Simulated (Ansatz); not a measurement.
Computed with Ansatz on PBE0-D4/def2-TZVP structures; ΔE is electronic, products minus reactants. CCSD(T)/CBS adds triple-zeta CCSD(T) − MP2 to the extrapolated MP2 energy (def2 sets, frozen cores). This one scheme is used for every species, atoms too. For atomizations the MP2-based limit and the directly extrapolated one differ by several kJ/mol either way, and by 10 to 25 for some Ge, Se and Sn compounds, so smaller differences from it don't rank the levels. Functionals use def2-TZVPP. B3LYP here is the variant with VWN-RPA as its local correlation; programs differ in this. No spin–orbit coupling; open shells (•) take unrestricted orbitals. Spin–orbit coupling would lower the free atoms: a little for C, Si; clearly for Ge. Bonds to Ge are less sure, by a few kJ/mol each and by 10 to 20 or more in all where they break to atoms, as the def2 sets lack core-valence functions. Scalar relativity is left out up to krypton. One conformer a species, not always the lowest.

`[CH3][GeH2][NH][SiH3]` → C• + Ge• + 9 H• + N• + Si•  (atomization)

```tsv
level	ΔE (eV)
B3LYP-D4	43.61
r2SCAN	43.41
```

**Question.** What does CCSD(T)/CBS give? (Estimate.)

**Answer.** Computed: +43.77 eV. The listed levels differ from it by -0.16, -0.36 eV.

Largest T1 diagnostic among the species: 0.012.

Leaving LDA and LC-ωPBE aside and taking each functional with its dispersion term where it has one, the values, not all of them listed here, spread over 1.18 eV, from revPBE-D4 to ωB97X-V. LDA lies +5.48 eV from PBE without D4, its usual overbinding. At CCSD(T), def2-SVP lies −2.87 eV from the extrapolated value and def2-TZVPP −1.01 eV: correlation converges slowly with the basis, and small sets miss more of it in the bonded molecule than in its fragments.
